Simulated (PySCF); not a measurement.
# C₆ coefficients of unlike pairs at M06

Calculated with PySCF 2.14 from the dipole response of each species, C₆(A,B) = (3/π) ∫ α_A(iu) α_B(iu) du, in atomic units, from isotropic polarisabilities. For ions this is the dispersion term alone; charge-induced terms of lower order in 1/R come first.

```tsv
species	configuration	basis	relativity	α (bohr³)	C₆ (like pair)
Te³⁺	[Kr] 4d10 5s2 5p1 (2P)	aug-cc-pVTZ-PP with one added diffuse shell each of d, f type with ECP28MDF (6s5p5d3f)	core potential	10.27	48.90
Rh³⁺	[Kr] 4d6 (5D)	aug-cc-pwCVTZ-PP with ECP28MDF (8s8p7d4f3g)	core potential	4.649	20.92
Hg⁺	[Xe] 4f14 5d10 6s1 (2S)	x2c-TZVPPall with one added diffuse shell each of s, p, d, f type (12s8p8d4f1g)	spin-free X2C	18.98	139.8
```

Question: Estimate C₆ for Hg⁺ with Te³⁺.

Answer: The integral gives 82.36. The combination rule 2 C_A C_B / (C_A α_B/α_A + C_B α_A/α_B) gives 82.36 and the geometric mean 82.69.

No spin-orbit coupling is included.

The other pairs:

```
      pair     C₆
Rh³⁺, Te³⁺  30.16
 Hg⁺, Rh³⁺  51.44
```
